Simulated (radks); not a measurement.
Spherical jellium clusters: N electrons in a uniform positive sphere of charge N and radius rs N^(1/3), rs = 2.29 bohr. Calculated with a radial shooting solver with Libxc functionals: non-relativistic Kohn-Sham, LDA (Slater exchange, Perdew-Wang correlation), spin-polarised, spherical densities. Levels are named by radial order and angular momentum (1s, 1p, 1d, 2s, ...), and open shells are averaged over m. Each electron was tried in the lowest free levels, single moves between levels near the top were tried too, and the lowest total energy was kept; such a search can miss a lower state. Energies include the self-energy of the background; IP and EA are vertical (highest electron removed, lowest free level filled), at fixed background; spill-out counts the electrons outside the background radius R, and alpha is the static dipole polarisability from linear response (closed shells only). A dash means not computed or, for alpha, an open shell; in EA it means that no bound solution was reached, which is typical of self-interaction and does not show that the anion is unstable. Real open-shell clusters deform, which this model forbids.

\begin{tabular}{lrrrrrrr}
N & open shells & 2S & E/N (eV) & E(N+1) + E(N-1) - 2E(N) (eV) & IP (eV) & -e(HOMO) (eV) & spill-out (e) \\ \hline
1 & 1s(up 1, down 0) & 1 & -0.121 & - & - & 4.114 & 0.58 \\
2 & none & 0 & -0.968 & 2.562 & 7.920 & 4.845 & 0.83 \\
3 & 1p(up 1, down 0) & 1 & -0.396 & -1.012 & 4.700 & 2.405 & 1.26 \\
4 & 1p(up 2, down 0) & 2 & -0.363 & -0.968 & 5.878 & 3.403 & 1.54 \\
5 & 1p(up 3, down 0) & 3 & -0.537 & 0.331 & 6.627 & 4.112 & 1.74 \\
6 & 1p(up 3, down 1) & 2 & -0.598 & -0.806 & 6.037 & 3.761 & 1.94 \\
7 & 1p(up 3, down 2) & 1 & -0.757 & -0.625 & 6.695 & 4.378 & 2.09 \\
8 & none & 0 & -0.954 & 3.055 & 7.154 & 4.839 & 2.23 \\
9 & 1d(up 1, down 0) & 1 & -0.768 & -0.491 & 3.943 & 2.000 & 2.50 \\
10 & 1d(up 2, down 0) & 2 & -0.668 & -0.477 & 4.529 & 2.559 & 2.73 \\
11 & 1d(up 3, down 0) & 3 & -0.629 & -0.442 & 4.999 & 3.017 & 2.91 \\
12 & 1d(up 4, down 0) & 4 & -0.634 & -0.401 & 5.386 & 3.403 & 3.07 \\
13 & 1d(up 5, down 0) & 5 & -0.669 & 0.300 & 5.711 & 3.734 & 3.21 \\
14 & 1d(up 5, down 0) 2s(up 1, down 0) & 6 & -0.678 & 0.010 & 5.328 & 3.524 & 3.51 \\
15 & 1d(up 5, down 1) 2s(up 1, down 0) & 5 & -0.685 & -0.530 & 5.440 & 3.587 & 3.64 \\
16 & 1d(up 5, down 3) & 2 & -0.724 & -0.346 & 5.771 & 3.898 & 3.61 \\
17 & 1d(up 5, down 4) & 1 & -0.779 & -0.287 & 6.029 & 4.164 & 3.72 \\
18 & none & 0 & -0.843 & 0.227 & 6.253 & 4.398 & 3.82 \\
19 & 2s(up 1, down 0) & 1 & -0.889 & 0.213 & 5.963 & 4.185 & 4.05 \\
20 & none & 0 & -0.920 & 1.949 & 5.787 & 4.067 & 4.30 \\
21 & 1f(up 1, down 0) & 1 & -0.855 & -0.280 & 3.904 & 2.228 & 4.46 \\
22 & 1f(up 2, down 0) & 2 & -0.809 & -0.266 & 4.183 & 2.510 & 4.60 \\
23 & 1f(up 3, down 0) & 3 & -0.778 & -0.252 & 4.430 & 2.762 & 4.73 \\
24 & 1f(up 4, down 0) & 4 & -0.760 & - & 4.653 & 2.990 & 4.85 \\
\end{tabular}

All shells are closed at N = 2, 8, 18, 20 (there: 1s2 1p6 1d10 2s2); the second difference of the energy has clear peaks (12 % above both neighbours; the first and last values, which can be the largest, are not judged, and half-filled shells can peak too) at N = 5, 8, 13, 20.
